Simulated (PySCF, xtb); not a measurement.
5,5-difluorocyclopenta-1,3-diene (C5H4F2), SMILES FC1(F)C=CC=C1.

GFN2-xTB (xtb 6.7.1) at its own geometry gives an orbital gap of 3.33 eV and a dipole moment of 3.25 D.

Coordinates come from a PBE-D3(BJ)/def2-SVP optimisation. One conformer was computed; it need not be the lowest.

Task: What does B3LYP/def2-TZVP in PySCF give? (The exact figures need the calculation; the answer reports its results.)

Result: gap 4.63 eV (levels -6.81 and -2.18 eV), dipole 2.57 D.
